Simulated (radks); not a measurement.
Q: Spherical quantum dot in the effective-mass picture: electrons in a parabolic well V = omega^2 r^2 / 2 with omega = 0.0662, with a point charge +2 (a donor) at the centre, all in effective atomic units (hartree* = m*/eps^2 hartree, bohr* = eps/m* bohr), one dielectric constant everywhere. Calculated with a radial shooting solver with Libxc functionals: non-relativistic Kohn-Sham, LDA (Slater exchange, Perdew-Wang correlation), spin-polarised, spherical densities. Levels are named by radial order and angular momentum (1s, 1p, 1d, 2s, ...), and open shells are averaged over m. At N = 16 the configuration is 1s2 1p6 1d(up 5, down 1) 2s2. Does electron 17 go into 1d down or 1f down or 1f up?

A: Into 1d down. The total energies of the other choices lie higher by 0.0152 hartree* (1f up), 0.0232 hartree* (1f down).
